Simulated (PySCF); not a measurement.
## Computed properties of Ti(OH)2(NH2)2 (H6N2O2Ti), SMILES [NH2][Ti]([NH2])([OH])[OH], multiplicity 1

H6N2O2Ti, SMILES [Ti]([NH2])([OH])([NH2])[OH], multiplicity 1. Coordinates come from a B3LYP-D3(BJ)/def2-SVP optimisation. The spin state was assumed, not searched. The structure was generated by enumeration; whether it is a known compound was not checked. One conformer was computed; it need not be the lowest. All values are computed for the isolated molecule unless a solvent is named; none is compared with measurement here.

**Structure.** All 27 harmonic modes at B3LYP-D3(BJ)/def2-SVP (PySCF) are real, so it is a minimum. With heavy atoms numbered as in [Ti:1]([OH:2])([OH:4])([NH2:6])[NH2:9], the shortest bond between them is Ti1–O2 at 1.804 Å and the longest Ti1–N6 at 1.886 Å.

**Vibrations.** The strongest infrared lines (harmonic, unscaled, degenerate partners summed) lie at 383 cm⁻¹ (263 km/mol, H 80 %, N 18 %), 727 cm⁻¹ (254 km/mol, N 49 %, Ti 36 %, H 12 %), 768 cm⁻¹ (223 km/mol, O 43 %, Ti 35 %, N 12 %, H 11 %). The softest mode is at 154 cm⁻¹ and the zero-point energy is 47.0 kcal/mol.

**Electronic structure.** B3LYP/def2-TZVP (PySCF) places the frontier levels at -6.76 and -1.16 eV, a gap of 5.60 eV, and gives a dipole moment of 0.84 D and a mean polarisability of 60.5 bohr³. PBE/def2-TZVP (PySCF) at the same geometry gives -5.59 and -1.89 eV, so its gap is 1.90 eV narrower. An orbital gap is neither the optical nor the fundamental gap.

**Excitations.** TDA-B3LYP/def2-SVPD (PySCF) has S1 at 4.17 eV (297 nm, f = 0.003, weak); the most intense of the 10 singlets computed lies at 4.81 eV (f = 0.05). T1 (TDA) is at 3.88 eV, 0.29 eV under S1. TDA-PBE/def2-SVPD (PySCF) puts S1 at 3.77 eV. No vertical singlet excitation falls in the visible range (under 3.1 eV).

**NMR.** GIAO shifts at KT2/pcSseg-1 (PySCF) (non-relativistic, atoms alike by connectivity averaged): ¹H from 6.3 to 8.0 ppm against TMS.
